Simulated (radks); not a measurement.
Values are calculated unless marked as measured or tabulated.
All-electron atom: Pt2+ in [Kr] 4d10 4f14 5s2 5p5 5d8 6d1 (not the ground configuration). Level of theory: scalar-relativistic Kohn-Sham, SCAN, spin-unpolarised, spherical densities, finite nucleus; meta-GGA in the generalised Kohn-Sham scheme; Fermi nuclear charge, rms radius 5.427 fm (a radial shooting solver on a logarithmic mesh with Libxc functionals).

Unscreened Slater integrals over Kohn-Sham orbitals (hartree).

integral,value
"F0(6d,6d)",0.19377
"F2(6d,6d)",0.10689
"F4(6d,6d)",0.072642
"F0(6d,5d)",0.24607
"F2(6d,5d)",0.049330
"F4(6d,5d)",0.020700
"G0(6d,5d)",0.011176
"G2(6d,5d)",0.013952
"G4(6d,5d)",0.011336
"F0(6d,5p)",0.25159
"F2(6d,5p)",0.037452
"G1(6d,5p)",0.020540
"G3(6d,5p)",0.014191
"F0(6d,4f)",0.25933
"F2(6d,4f)",0.017359
"F4(6d,4f)",0.0068610
"G1(6d,4f)",0.0045409
"G3(6d,4f)",0.0045256
"G5(6d,4f)",0.0036956
"F0(5d,5d)",0.61434
"F2(5d,5d)",0.32106
"F4(5d,5d)",0.21345
"F0(5d,5p)",0.69557
"F2(5d,5p)",0.34664
"G1(5d,5p)",0.41766
"G3(5d,5p)",0.25907
"F0(5d,4f)",0.79199
"F2(5d,4f)",0.18823
"F4(5d,4f)",0.088214
"G1(5d,4f)",0.061950
"G3(5d,4f)",0.058504
"G5(5d,4f)",0.046862
"F0(5p,5p)",0.82751
"F2(5p,5p)",0.44668
"F0(5p,4f)",1.0179
"F2(5p,4f)",0.31873
"G2(5p,4f)",0.12297
"G4(5p,4f)",0.10373
"F0(4f,4f)",1.7788
"F2(4f,4f)",0.88093
"F4(4f,4f)",0.56039
"F6(4f,4f)",0.40544

Derived for the open shells (J is the average intra-shell exchange parameter used in DFT+U). 5p: J = F2/5 = 0.08934 hartree. 5d: Racah B = F2/49 - 5 F4/441 = 0.004132 hartree, C = 35 F4/441 = 0.01694 hartree, C/B = 4.10, F4/F2 = 0.665, J = (F2 + F4)/14 = 0.03818 hartree. 6d: Racah B = F2/49 - 5 F4/441 = 0.001358 hartree, C = 35 F4/441 = 0.005765 hartree, C/B = 4.25, F4/F2 = 0.680, J = (F2 + F4)/14 = 0.01282 hartree.
